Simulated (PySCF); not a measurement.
## A search over the determinants of SrZn

Unrestricted PBE0; Sr def2-SVPD with ECP28, Zn def2-SVPD; scalar-relativistic core potentials (PySCF 2.14). Outer shells of the fragments: Sr 5s2; Zn 3d10 4s2.

Followed along the bond (rough minima from three points):

```csv
2Ms+1,unpaired,⟨S²⟩ at the start,R at minimum (Å),Te (eV)
1,none,0.00,3.82,0.00
3,"σ ↑, π ↑",2.00,3.03,0.97
1,"σ ↑, π ↓",1.01,3.01,1.07
3,σ ↑↑,2.01,3.31,1.32
3,"σ ↑, δ ↑",2.01,3.54,1.73
```

Solutions found at the starting distance of 2.900 Å, counted from the lowest of them; the search is not exhaustive and high or unbound solutions are not listed, so other states can lie among these:

```json
{"2Ms+1": "1", "unpaired": "none", "term": "¹Σ⁺", "E (eV)": "0.00", "⟨S²⟩": "0.00", "⟨Lz²⟩": "0.00", "μ (D)": "1.07"}
{"2Ms+1": "3", "unpaired": "σ ↑, π ↑", "term": "³Π", "E (eV)": "0.53", "⟨S²⟩": "2.00", "⟨Lz²⟩": "1.00", "μ (D)": "-2.82"}
{"2Ms+1": "1", "unpaired": "σ ↑, π ↓", "term": "mixed", "E (eV)": "0.63", "⟨S²⟩": "1.01", "⟨Lz²⟩": "1.02", "μ (D)": "-2.32"}
{"2Ms+1": "3", "unpaired": "σ ↑↑", "term": "³Σ⁺", "E (eV)": "1.04", "⟨S²⟩": "2.01", "⟨Lz²⟩": "0.00", "μ (D)": "-4.19"}
{"2Ms+1": "3", "unpaired": "σ ↑, δ ↑", "term": "³Δ", "E (eV)": "1.55", "⟨S²⟩": "2.01", "⟨Lz²⟩": "4.00", "μ (D)": "0.66"}
{"2Ms+1": "1", "unpaired": "σ ↑, δ ↓", "term": "mixed", "E (eV)": "1.83", "⟨S²⟩": "1.00", "⟨Lz²⟩": "4.00", "μ (D)": "0.28"}
```

A term symbol is given only where ⟨S²⟩ and ⟨Lz²⟩ are close to those of a pure state; real π, δ and φ orbitals otherwise mix terms. A positive dipole means Sr(−)Zn(+).

Problem. Compare the gap between the two lowest followed solutions at the starting distance with the gap between their minima.

Solution. At PBE0 the second solution (triplet, unpaired electrons σ ↑, π ↑) lies +0.53 eV from the first (singlet, closed shell) at 2.900 Å and +0.97 eV at the minima; the two curves relax by different amounts, since their minima lie near 3.03 and 3.82 Å.

Counting both spins, an empty level lies below a filled one in some of these solutions, because spin and occupation are held.
